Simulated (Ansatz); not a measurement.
Program: Ansatz. Geometries: PBE0-D4/def2-TZVP. ΔE: electronic, gas phase. CBS: MP2 limit from def2 TZ/QZ plus the TZ coupled-cluster correction, frozen cores. Functionals use def2-TZVPP. For Br, Ge outer-core shells are correlated without core-valence functions, which leaves a few kJ/mol of doubt a bond. Scalar relativity is left out up to krypton.

`[SiH3][AlH][GeH3]` + `BrCBr` → `[SiH3]C(Br)Br` + `[AlH2][GeH3]`  (formal exchange of groups at the Si–Al bond)

CCSD(T)/CBS gives +2.5 kcal/mol.

Question: Another level gave +3.2 kcal/mol. Which?
A. MP2/def2-TZVPP
B. r2SCAN/def2-TZVPP
C. CCSD(T)/def2-TZVPP
D. PBE0-D4/def2-TZVPP

Answer: C. CCSD(T)/def2-TZVPP 3.2, MP2/def2-TZVPP 0.8, r2SCAN 4.8, PBE0-D4 6.0 kcal/mol.

Largest T1 diagnostic among the species: 0.013.

The D4 term adds −1.6 kcal/mol with B3LYP and −0.8 kcal/mol with PBE0; it sums over pairs of atoms, weighted by their polarisabilities, and B3LYP, whose exchange is more repulsive, gets the larger term.

B3LYP here is the variant with VWN-RPA as its local correlation; programs differ in this.
